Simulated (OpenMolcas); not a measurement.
Ni I.

| Item | Value |
| --- | --- |
| Program | OpenMolcas 26.06 |
| Basis | ANO-RCC-VTZP [6s5p3d2f1g] |
| Scalar Hamiltonian | DKH2, point nucleus |
| Active space | 10 electrons in 9 orbitals (RAS2 3d 4s; RAS3 4p, at most 2 electrons) |
| State averaging | 2S+1 = 3 even, 15 roots; 2S+1 = 1 even, 19 roots kept (CI in the orbitals of an earlier block); 2S+1 = 3 odd, 21 roots; 2S+1 = 5 odd, 21 roots kept (CI in the orbitals of an earlier block); 2S+1 = 1 odd, 21 roots kept (CI in the orbitals of an earlier block) |
| Spin-orbit coupling | RASSI with atomic mean-field integrals over the reference wave functions, term energies averaged over their components |

Two sets of levels on these reference wave functions, in cm-1 above 3d8 4s2 3F4: one from RASSCF and one from MS-RASPT2, IPEA 0.25 Eh, imaginary shift 0.1 Eh (closed shells correlated: 3s 3p).

| Level | Set 1 | Set 2 |
| --- | --- | --- |
| 3d8 4s2 3F4 | 0.0 | 0.0 |
| 3d8 4s2 3F3 | 1284 | 1282 |
| 3d8 4s2 3F2 | 2150 | 2160 |
| 3d8 4s2 1D2 | 13190 | 16040 |
| 3d8 4s2 3P2 | 15930 | 19520 |
| 3d8 4s2 3P1 | 16220 | 19900 |
| 3d8 4s2 3P0 | 16540 | 20210 |
| 3d8 4s 4p 5D* 4 | 30770 | 21540 |
| 3d8 4s 4p 5D* 3 | 31670 | 22440 |
| 3d8 4s2 1G4 | 22560 | 25020 |
| 3d9 4s 3D3 | 1216 | 28540 |
| 3d9 4s 3D2 [71 %] | 1691 | 29290 |
| 3d9 4s 3D1 | 2790 | 30120 |

**Question.** Which set is which?

**Answer.** Set 1 is MS-RASPT2. Its levels of the other terms of 3d8 4s2 lie at 0.82 to 0.90 of the other set's values, as expected, since terms of lower spin or lower L gain more correlation energy than the Hund ground term.

CASPT2 does not keep the components of a term degenerate, so their means are used; among the terms shown or strongly mixed into the levels shown the widest spread is 1600 cm-1 (3d8 4s2 1G, MS-RASPT2). Over all roots computed the reference weight is 0.80 to 0.92 in MS-RASPT2; the roots of lowest weight are the least certain, and an intruder state may touch them. Terms from blocks run as CI alone lack orbitals of their own. A single d shell beside an s shell can misplace configurations of different d count against each other. Without dynamic correlation excited terms often stand tens of per cent too high (terms of higher spin than the ground term too low), and those without a measured partner can miss by more than the paired ones (holds for RASSCF). The CASPT2 spread within a term exceeds the gap to the next term for 3d8 4s2 3F and 3d9 4s 3D, so the order of their levels is uncertain, and so are names and mixing where such terms share a J (holds for MS-RASPT2). Only configurations of the active space appear. The table leaves out levels that lie high or whose names do not pair safely across all columns.

A share in square brackets marks a mixed level and gives the weight of the term that names it, the lowest over the columns. * marks odd parity.
